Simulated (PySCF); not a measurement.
Ionisation energy of Cs²¹⁺ by level of theory

Cs²¹⁺ [Ar] 3d10 4s2 4p4 [4p1/2^2 4p3/2^2, M_J = 2] → Cs²²⁺ [Ar] 3d10 4s2 4p3 [4p1/2^2 4p3/2^1, M_J = 3/2], as a difference of total energies. All numbers are calculated (PySCF 2.14, the two-component X2C-1e Hamiltonian, in an uncontracted even-tempered set (18 s from 1.4 bohr⁻², ratio 2.8; 14 p from 1.8 bohr⁻², ratio 2.8; 9 d from 3.2 bohr⁻², ratio 2.8; 4 f from 10 bohr⁻², ratio 3)). Correlated levels: [Ne] frozen; the 92 highest virtual spinors dropped. "Screened" scales the spin-orbit matrix elements by Boettger's factors to mimic the two-electron term; Breit and QED terms are absent.

```tsv
method	ionisation energy (eV)
GHF (screened spin-orbit)	664.09
GMP2 (screened spin-orbit)	664.93
```

Problem. How much does correlation contribute at GMP2 (screened spin-orbit)?

Solution. 664.93 − (664.09) = 0.84 eV, measured against GHF (screened spin-orbit).

Breit and QED terms and the two-electron picture change are absent.

The labels give the starting determinants; with spin-orbit coupling the two ends relaxed to ⟨J²⟩ = 6.01, ⟨L²⟩ = 2.99, ⟨S²⟩ = 1.53 and ⟨J²⟩ = 3.75, ⟨L²⟩ = 1.87, ⟨S²⟩ = 1.91.

For comparison: 666 ± 4 eV (theoretical estimate listed by NIST; NIST Atomic Spectra Database, ionization energies).
